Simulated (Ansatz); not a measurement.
Reaction (ligand exchange at the Al–C bond): `C[CH2][AlH][SiH3]` + `[SiH3]S` → `[SiH3][AlH][S][SiH3]` + `CC`

Computed with Ansatz on PBE0-D4/def2-TZVP structures; ΔE is electronic, products minus reactants. CCSD(T)/CBS is the MP2 limit (def2-TZVPP, def2-QZVPP) plus CCSD(T) − MP2 in def2-TZVPP, frozen cores. This one scheme is used for every species. DFT in def2-TZVPP. B3LYP here is the variant with VWN-RPA as its local correlation; programs differ in this. One conformer a species, not always the lowest.

```tsv
level	ΔE (kJ/mol)	difference from CCSD(T)/CBS
r2SCAN-D4	-149.5	-1.5
PBE0-D4	-148.2	-0.2
B3LYP-D4	-145.9	2.1
ωB97X-V	-144.1	3.9
ωB97M-V	-144.0	4.0
B2PLYP	-144.7	3.3
PBE	-141.5	6.5
CCSD/def2-TZVPP	-144.0	4.0
HF/CBS(def2)	-146.9	1.1
MP2/CBS(def2)	-153.2	-5.2
CCSD(T)/CBS	-148.0	0
```

Largest T1 diagnostic among the species: 0.013.

From PBE to PBE0 (25 % exact exchange), in def2-TZVPP and without D4, ΔE moves by −3.6 kJ/mol. The D4 term adds −5.9 kJ/mol with B3LYP and −3.1 kJ/mol with PBE0; it sums over pairs of atoms, weighted by their polarisabilities, and B3LYP, whose exchange is more repulsive, gets the larger term.
